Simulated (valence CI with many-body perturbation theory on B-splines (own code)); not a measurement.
## E1 transitions of Mg⁴⁺

Level of theory: relativistic CI+MBPT: six valence electrons over a frozen Dirac-Fock core [He], a basis of 9 s, 9 p, 8 d, 6 f, 3 g, 1 h functions for each j, with the one-electron correlation potential Σ1, the two-electron term Σ2, the three-electron term Σ3, Breit, model QED; selected CI, second order for the rest, scaled by the run's own slope (own B-spline code, finite nucleus).

Set against measurement, 18 paired levels are off by 220 cm⁻¹ on average, the worst by 554. These come from a selection out of NIST levels in Kelleher and Podobedova, J. Phys. Chem. Ref. Data 37, 267 (2008). Levels without a partner in it may be off by more. Among the levels kept, up to 1400 cm⁻¹ of a level comes from second order outside the variational space, and about a tenth of that is noise between levels of different J, which matters for small intervals.

Lines 1 to 50 of 161 in falling wavelength, among levels below 815670 cm⁻¹, chosen from the strongest by gf and those to the six lowest levels. Wavelengths and rates use the calculated energies, so an error of 200 cm⁻¹ moves a line at 934.1 nm by 1.9 % and its rate by three times that or more. Electric multipoles are in the length gauge, E1 and E2 with the static RPA response of the core. Weak lines are less certain than strong ones. Lines between different terms over intervals too small for the method are left out, as are lines whose strength nearly cancels. The highest levels of a list are the least certain.

Letters in brackets count levels of one name in rising energy.

```tsv
λ vac (nm)	Upper	Lower	A (s⁻¹)	S (a.u.)
934.1	2s2 2p3 3s 3P°_0	2s2 2p3 3p 3P_1 [a]	3.62e+04	1.46e-02
933.5	2s2 2p3 3s 3P°_1	2s2 2p3 3p 3P_0 [a]	1.32e+04	1.59e-02
932.2	2s2 2p3 3s 3P°_1	2s2 2p3 3p 3P_2 [a]	1.53e+04	1.83e-02
925.5	2s2 2p3 3s 3P°_2	2s2 2p3 3p 3P_2 [a]	2.69e+04	5.25e-02
922.5	2s2 2p3 3s 3P°_2	2s2 2p3 3p 3P_1 [a]	1.10e+04	2.13e-02
552.0	2s2 2p3 3p 3P_1 [a]	2s2 2p3 3s 3D°_1	2.10e+05	5.23e-02
551.0	2s2 2p3 3p 3P_1 [a]	2s2 2p3 3s 3D°_2	5.53e+05	1.37e-01
550.5	2s2 2p3 3p 3P_0 [a]	2s2 2p3 3s 3D°_1	7.48e+05	6.16e-02
550.0	2s2 2p3 3p 3P_2 [a]	2s2 2p3 3s 3D°_2	1.43e+05	5.89e-02
549.0	2s2 2p3 3p 3P_2 [a]	2s2 2p3 3s 3D°_3	6.67e+05	2.72e-01
521.1	2s2 2p3 3p 1P_1	2s2 2p3 3s 1P°_1	1.67e+06	3.51e-01
464.8	2s2 2p3 3p 3D_1	2s2 2p3 3s 1P°_1	2.14e+05	3.18e-02
338.1	2s2 2p3 3p 3D_2	2s2 2p3 3s 3P°_2	3.16e+05	3.01e-02
337.2	2s2 2p3 3p 3D_2	2s2 2p3 3s 3P°_1	1.39e+06	1.32e-01
337.1	2s2 2p3 3p 3D_1	2s2 2p3 3s 3P°_1	6.20e+05	3.52e-02
336.5	2s2 2p3 3p 3D_1	2s2 2p3 3s 3P°_0	9.40e+05	5.30e-02
334.9	2s2 2p3 3p 3D_3	2s2 2p3 3s 3P°_2	1.77e+06	2.29e-01
210.9	2s2 2p3 3p 5P_2	2s2 2p3 3s 3S°_1	1.34e+05	3.11e-03
206.6	2s2 2p3 3p 1P_1	2s2 2p3 3s 1D°_2	1.89e+08	2.47e+00
200.0	2s2 2p3 3p 3S_1	2s2 2p3 3s 1P°_1	2.38e+05	2.83e-03
198.3	2s2 2p3 3p 3P_2 [b]	2s2 2p3 3s 3P°_2	2.02e+05	3.88e-03
198.2	2s2 2p3 3p 3P_1 [b]	2s2 2p3 3s 3P°_2	1.36e+06	1.57e-02
197.9	2s2 2p3 3p 3P_1 [b]	2s2 2p3 3s 3P°_1	1.06e+06	1.22e-02
197.7	2s2 2p3 3p 3P_1 [b]	2s2 2p3 3s 3P°_0	4.55e+05	5.20e-03
197.1	2s2 2p3 3p 3D_1	2s2 2p3 3s 1D°_2	1.91e+07	2.17e-01
196.1	2s2 2p3 3p 3D_3	2s2 2p3 3s 1D°_2	1.62e+05	4.22e-03
180.9	2s2 2p3 3p 3F_3	2s2 2p3 3s 1D°_2	1.75e+06	3.57e-02
177.9	2s2 2p3 3p 1P_1	2s2 2p3 3s 3D°_1	2.15e+07	1.79e-01
177.8	2s2 2p3 3p 1P_1	2s2 2p3 3s 3D°_2	6.90e+06	5.74e-02
172.8	2s2 2p3 3p 1F_3	2s2 2p3 3s 1D°_2	4.10e+08	7.31e+00
172.2	2s2 2p3 3p 3S_1	2s2 2p3 3s 3P°_2	2.14e+08	1.62e+00
172.0	2s2 2p3 3p 3S_1	2s2 2p3 3s 3P°_1	1.20e+08	9.07e-01
171.8	2s2 2p3 3p 3S_1	2s2 2p3 3s 3P°_0	3.92e+07	2.95e-01
170.8	2s2 2p3 3p 3D_2	2s2 2p3 3s 3D°_1	3.68e+07	4.53e-01
170.8	2s2 2p3 3p 3D_1	2s2 2p3 3s 3D°_1	2.65e+08	1.96e+00
170.7	2s2 2p3 3p 3D_2	2s2 2p3 3s 3D°_2	2.89e+08	3.55e+00
170.7	2s2 2p3 3p 3D_1	2s2 2p3 3s 3D°_2	9.25e+07	6.81e-01
170.6	2s2 2p3 3p 3D_2	2s2 2p3 3s 3D°_3	6.45e+07	7.91e-01
169.9	2s2 2p3 3p 3D_3	2s2 2p3 3s 3D°_2	2.19e+07	3.71e-01
169.8	2s2 2p3 3p 3D_3	2s2 2p3 3s 3D°_3	3.73e+08	6.31e+00
162.4	2s2 2p3 3p 3P_1 [a]	2s2 2p3 3s 3S°_1	4.61e+08	2.92e+00
162.3	2s2 2p3 3p 3P_2 [a]	2s2 2p3 3s 3S°_1	4.61e+08	4.86e+00
162.3	2s2 2p3 3p 3P_0 [a]	2s2 2p3 3s 3S°_1	4.63e+08	9.76e-01
158.7	2s2 2p3 3p 3F_2	2s2 2p3 3s 3D°_1	4.66e+08	4.60e+00
158.6	2s2 2p3 3p 3F_2	2s2 2p3 3s 3D°_2	5.59e+07	5.51e-01
158.6	2s2 2p3 3p 5P_1	2s2 2p3 3s 5S°_2	5.00e+08	2.96e+00
158.6	2s2 2p3 3p 3F_2	2s2 2p3 3s 3D°_3	6.89e+05	6.78e-03
158.4	2s2 2p3 3p 3F_3	2s2 2p3 3s 3D°_2	4.92e+08	6.76e+00
158.3	2s2 2p3 3p 5P_2	2s2 2p3 3s 5S°_2	5.04e+08	4.93e+00
158.3	2s2 2p3 3p 3F_3	2s2 2p3 3s 3D°_3	3.12e+07	4.27e-01
```
